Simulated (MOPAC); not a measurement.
MOPAC input (PM3):

```
PM3 FORCE THERMO(298,298) PRECISE LET UHF MS=0.5 GEO-OK AUX(PRECISION=9) THREADS=1
CH4BO3

C    -1.59896635 1    0.81074376 1    0.45357271 1
O    -0.83453938 1   -0.35715277 1    0.28210958 1
B     0.48945262 1   -0.26962222 1   -0.13759652 1
O     1.02007526 1   -1.51718821 1   -0.23121625 1
O     1.12231281 1    0.92976101 1   -0.40552856 1
H    -1.17831522 1    1.46687432 1    1.22341882 1
H    -1.71270184 1    1.36761728 1   -0.48293479 1
H    -2.57001967 1    0.42461947 1    0.78014770 1
H     2.02237836 1    0.83966934 1   -0.68214406 1
```

Output:

```
 *******************************************************************************
 **                                                                           **
 **                              MOPAC v23.2.5                                **
 **                                                                           **
 *******************************************************************************
 ** MOPAC's Digital Object Identifier: https://doi.org/10.5281/zenodo.6511958 **
 **                                                                           **
 ** Please cite the open-source release paper for use of this MOPAC version:  **
 ** J. E. Moussa and J. J. P. Stewart (2026)                                  **
 ** MOPAC: An open-source semiempirical molecular orbital program             **
 ** J. Open Source Softw., 11(119), 8025, https://doi.org/10.21105/joss.08025 **
 *******************************************************************************

                              PM3 CALCULATION RESULTS

 *******************************************************************************
 *  PM3        - The PM3 Hamiltonian to be used
 *  GEO-OK     - OVERRIDE INTERATOMIC DISTANCE AND OTHER SAFETY CHECKS
 *  UHF        - UNRESTRICTED HARTREE-FOCK CALCULATION
 *  MS=        - IN MECI, MAGNETIC COMPONENT OF SPIN =  0.5
 *  LET        - OVERRIDE SOME SAFETY CHECKS
 *  PRECISE    - TIGHTER CRITERIA TO BE USED
 *  FORCE      - FORCE CALCULATION SPECIFIED
 *  AUX        - OUTPUT AUXILIARY INFORMATION
 *  THERMO     - THERMODYNAMIC QUANTITIES TO BE CALCULATED
 *******************************************************************************
PM3 FORCE THERMO(298,298) PRECISE LET UHF MS=0.5 GEO-OK AUX(PRECISION=9) THREADS=1
 CH4BO3

   ATOM   CHEMICAL          X               Y               Z
  NUMBER   SYMBOL      (ANGSTROMS)     (ANGSTROMS)     (ANGSTROMS)

     1       C         -1.59896635  *   0.81074376  *   0.45357271  *
     2       O         -0.83453938  *  -0.35715277  *   0.28210958  *
     3       B          0.48945262  *  -0.26962222  *  -0.13759652  *
     4       O          1.02007526  *  -1.51718821  *  -0.23121625  *
     5       O          1.12231281  *   0.92976101  *  -0.40552856  *
     6       H         -1.17831522  *   1.46687432  *   1.22341882  *
     7       H         -1.71270184  *   1.36761728  *  -0.48293479  *
     8       H         -2.57001967  *   0.42461947  *   0.78014770  *
     9       H          2.02237836  *   0.83966934  *  -0.68214406  *

          CARTESIAN COORDINATES

    NO.       ATOM           X           Y           Z

     1         C         -1.5990      0.8107      0.4536
     2         O         -0.8345     -0.3572      0.2821
     3         B          0.4895     -0.2696     -0.1376
     4         O          1.0201     -1.5172     -0.2312
     5         O          1.1223      0.9298     -0.4055
     6         H         -1.1783      1.4669      1.2234
     7         H         -1.7127      1.3676     -0.4829
     8         H         -2.5700      0.4246      0.7801
     9         H          2.0224      0.8397     -0.6821

  H: (PM3): J. J. P. STEWART, J. COMP. CHEM. 10, 209 (1989).
  B: (PM3): J. J. P. STEWART, J. MOL. MOD., 10, 155-164 (2004)
  C: (PM3): J. J. P. STEWART, J. COMP. CHEM. 10, 209 (1989).
  O: (PM3): J. J. P. STEWART, J. COMP. CHEM. 10, 209 (1989).
[...]
 FORCE CONSTANT      2.1108

 VIBRATION         17   11A'         ATOM PAIR     ENERGY CONTRIBUTION    RADIAL
 FREQUENCY          1448.16         B 3 -- O 4         +35.5% ( 86.3%)     82.4%
 TRANSITION DIPOLE   3.6192         B 3 -- O 5         +35.0% ( 85.7%)     94.9%
 TRAVEL (Ang.)       0.0878         O 2 -- B 3         +26.9% ( 75.1%)     18.4%
 REDUCED MASS        6.0463         O 5 -- H 9          +1.7% ( 19.1%)     13.3%
 EFFECTIVE MASS     12.0731
 FORCE CONSTANT      7.4709

 VIBRATION         18    7A"         ATOM PAIR     ENERGY CONTRIBUTION    RADIAL
 FREQUENCY          3055.23         C 1 -- H 6         +48.9% ( 72.2%)     96.7%
 TRANSITION DIPOLE   0.0320         C 1 -- H 7         +48.9% ( 72.2%)     96.7%
 TRAVEL (Ang.)       0.2062         C 1 -- O 2          +1.1% ( 10.9%)      0.0%
 REDUCED MASS        0.5193         C 1 -- H 8          +1.0% ( 10.6%)      0.0%
 EFFECTIVE MASS      1.5467
 FORCE CONSTANT      2.8561

 VIBRATION         19   12A'         ATOM PAIR     ENERGY CONTRIBUTION    RADIAL
 FREQUENCY          3079.40         C 1 -- H 8         +33.6% ( 59.4%)     97.3%
 TRANSITION DIPOLE   0.0794         C 1 -- H 7         +32.6% ( 58.5%)     91.4%
 TRAVEL (Ang.)       0.2436         C 1 -- H 6         +32.6% ( 58.5%)     91.4%
 REDUCED MASS        0.3689         C 1 -- O 2          +1.1% ( 10.6%)      8.7%
 EFFECTIVE MASS      1.4987
 FORCE CONSTANT      2.0611

 VIBRATION         20   13A'         ATOM PAIR     ENERGY CONTRIBUTION    RADIAL
 FREQUENCY          3130.28         C 1 -- H 8         +68.3% ( 80.6%)     99.5%
 TRANSITION DIPOLE   0.0791         C 1 -- H 6         +15.7% ( 38.6%)     89.9%
 TRAVEL (Ang.)       0.2115         C 1 -- H 7         +15.7% ( 38.6%)     89.9%
 REDUCED MASS        0.4813         C 1 -- O 2          +0.3% (  5.6%)     51.3%
 EFFECTIVE MASS      1.1577
 FORCE CONSTANT      2.7789

 VIBRATION         21   14A'         ATOM PAIR     ENERGY CONTRIBUTION    RADIAL
 FREQUENCY          3898.58         O 5 -- H 9         +99.6% (100.0%)     99.9%
 TRANSITION DIPOLE   0.6103         B 3 -- O 5          +0.4% (  6.3%)     18.3%
 TRAVEL (Ang.)       0.1351
 REDUCED MASS        0.9481
 EFFECTIVE MASS      1.3855
 FORCE CONSTANT      8.4906

      SYMMETRY NUMBER FOR POINT-GROUP Cs  =  1

          SYSTEM IS A GROUND STATE

 CH4BO3

          MOLECULE IS NOT LINEAR

          THERE ARE 21 GENUINE VIBRATIONS IN THIS SYSTEM
          THIS THERMODYNAMICS CALCULATION IS LIMITED TO
          MOLECULES WHICH HAVE NO INTERNAL ROTATIONS

                    CALCULATED THERMODYNAMIC PROPERTIES
                                          *
   TEMP. (K)   PARTITION FUNCTION   H.O.F.    ENTHALPY  HEAT CAPACITY ENTROPY
                                   KCAL/MOL   CAL/MOLE    CAL/K/MOL  CAL/K/MOL

 298.00  VIB.     0.2049D+02                  2179.7218    13.9186    13.3161
         ROT.     0.8143D+05                   888.2803     2.9808    25.4512
         INT.     0.1669D+07                  3068.0021    16.8994    38.7672
         TRA.     0.6261D+27                  1480.4672     4.9680    38.8523
         TOT.                     -172.672    4548.4692    21.8674    77.6196

   *: NOTE: HEATS OF FORMATION ARE RELATIVE TO THE
            ELEMENTS IN THEIR STANDARD STATE AT 298K
              (=  Standard Enthalpy of Formation).

            Hvib:  Zero-point energy is not included.
                   frequencies of less than zero cm-1 are not included.
            Hrot = (3/2)RT
            Htra = (3/2)RT + pV = (5/2)RT

            Heat capacity is Cp, not Cv

          For more information, see: HTTP://OpenMOPAC.net/Manual/thermochemistry.html

           FORCE CONSTANT IN CARTESIAN COORDINATES (Millidynes/A)

    ATOM   CHEMICAL       X               Y               Z
   NUMBER   SYMBOL  FORCE CONSTANT  FORCE CONSTANT  FORCE CONSTANT

      1       C        8.554601        8.657025        8.218104
      2       O        7.452141        5.126445        0.584156
      3       B        8.921029        8.729428        1.346614
      4       O        6.427615        0.521078        0.178202
      5       O        5.489382       10.004981        0.243019
      6       H        1.216586        1.540335        3.783875
      7       H        1.216600        1.540341        3.783854
      8       H        0.930097        5.153462        0.615577
      9       H        3.498309        5.630347        0.100025

 **********************
 *                    *
 * JOB ENDED NORMALLY *
 *                    *
 **********************

 == MOPAC DONE ==
```
